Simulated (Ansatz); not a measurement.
The cluster K₃I₂, relaxed as a doublet with UKS B3LYP-D4/def2-SVP in Ansatz, starting from the GFN1-xTB geometry. Force threshold 0.02 eV/Å.

In the def2 sets I takes a core potential; there is no spin–orbit coupling. The relaxation made no stability test and no search for a lower SCF solution. Another isomer (doublet) lies 0.08 eV lower at PBE0-D4/def2-TZVP; other spin states weren't run for this one.

Start:

```csv
atom,x (Å),y (Å),z (Å)
K1,-0.002,2.142,-1.741
K2,-0.668,-0.222,1.112
K3,1.904,-1.506,-1.325
I4,0.828,-3.157,1.256
I5,-2.062,2.742,0.697
```

```csv
step,energy (eV),largest force component (eV/Å),SCF passes
1,-65181.7717,0.546,14
2,-65181.8931,0.414,22
3,-65182.0196,0.232,22
4,-65182.0735,0.131,22
5,-65182.1088,0.093,22
6,-65182.1310,0.037,22
7,-65182.1385,0.016,22
8,-65182.1390,0.011,22
```

Force components are those of the run's own axes.

End:

Cartesian coordinates in Å:
```
K 0.158 2.330 -2.035
K -1.228 -0.414 1.968
K 2.114 -1.566 -1.636
I 0.815 -2.851 1.122
I -1.859 2.501 0.580
```

By distances, no bond broke or formed, bridged metal pairs apart. The bond that changes most is K1–K3, from 4.14 to 4.38 Å (atoms count from 1). Metal–metal contacts that move far: K1–K2 3.76 to 5.05 Å, K2–K3 3.77 to 5.05 Å.

The force fell under the threshold at step 7, but the optimiser went on. No frequencies were taken in this run, so the end may be a saddle point.

Run time 40 s (4 threads of Arm Neoverse V2 on a shared host).
